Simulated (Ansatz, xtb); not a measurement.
## Two isomers of CH2BrClSi

Structure a is `Cl[Si]CBr`, a singlet and structure b is `C=[Si](Cl)Br`, a singlet. Both are isolated molecules in the gas phase, relaxed with PBE0-D3(BJ)/def2-SVP; the shapes shown needn't be the lowest conformers.

a (Å):

```xyz
6

C     0.6977    0.2380    2.7364
Br    0.3769   -1.6791    2.7526
Cl    0.3484    3.0115    1.6939
Si   -0.3077    1.0465    1.3156
H     0.4109    0.6413    3.7213
H     1.7810    0.4028    2.6168
```

b (Å):

```xyz
6

C    -0.6649   -0.1903   -0.6047
Br    2.0233   -1.0179   -2.5947
Cl   -1.2323   -2.0532   -3.2733
Si   -0.0752   -0.9880   -1.9752
H     0.0087    0.3645    0.0516
H    -1.7279   -0.2178   -0.3555
```

Problem. Which of the two would you expect CCSD(T)/def2-TZVP electronic energies to favour?

Solution. Structure b; the calculation gives E(b) − E(a) = −22.2 kcal/mol.

The same difference at several levels:

```json
{"level": "GFN2-xTB", "geometry": "GFN2-xTB", "E(b) − E(a) (kcal/mol)": "−19.0", "departure from the last row (kcal/mol)": "+3.2", "job, with rough time for the two": "optimisation, 0.15 s"}
{"level": "HF/STO-3G", "geometry": "GFN2-xTB", "E(b) − E(a) (kcal/mol)": "+22.7", "departure from the last row (kcal/mol)": "+44.9", "job, with rough time for the two": "single point, 0.28 s"}
{"level": "r2SCAN-D4/def2-SVP", "geometry": "GFN2-xTB", "E(b) − E(a) (kcal/mol)": "−22.3", "departure from the last row (kcal/mol)": "−0.1", "job, with rough time for the two": "single point, 1.6 s"}
{"level": "PBE0-D3(BJ)/def2-SVP", "geometry": "PBE0-D3(BJ)/def2-SVP", "E(b) − E(a) (kcal/mol)": "−21.2", "departure from the last row (kcal/mol)": "+1.0", "job, with rough time for the two": "optimisation, 15 s"}
{"level": "HF/def2-TZVP", "geometry": "PBE0-D3(BJ)/def2-SVP", "E(b) − E(a) (kcal/mol)": "−20.2", "departure from the last row (kcal/mol)": "+2.0", "job, with rough time for the two": "part of the CCSD(T) run"}
{"level": "MP2/def2-TZVP", "geometry": "PBE0-D3(BJ)/def2-SVP", "E(b) − E(a) (kcal/mol)": "−25.7", "departure from the last row (kcal/mol)": "−3.5", "job, with rough time for the two": "part of the CCSD(T) run"}
{"level": "CCSD(T)/def2-TZVP", "geometry": "PBE0-D3(BJ)/def2-SVP", "E(b) − E(a) (kcal/mol)": "−22.2", "departure from the last row (kcal/mol)": "", "job, with rough time for the two": "single point, 29 s"}
```

As drawn, b has 1 C=Si, 1 Br–Si in place of 1 C–Si, 1 C–Br.

HF/STO-3G puts the two in the other order. The largest departure from CCSD(T)/def2-TZVP is that of HF/STO-3G, 44.9 kcal/mol.

With harmonic frequencies from PBE0-D3(BJ)/def2-SVP (ideal gas, rigid rotor, one conformer each, 298.15 K, 1 atm): on the last row, ΔE + ΔZPE = −22.3 kcal/mol. A mode under 50 cm⁻¹ makes harmonic enthalpies and free energies unreliable, so none is given.

The correlated steps freeze 20 core orbitals; the filled d shell of Br is correlated, in a basis made for valence electrons. Run with Ansatz 0.2.0, xtb 6.7.1; the last row on 2 threads of Intel(R) Xeon(R) 6975P-C (Granite Rapids) on a shared host.
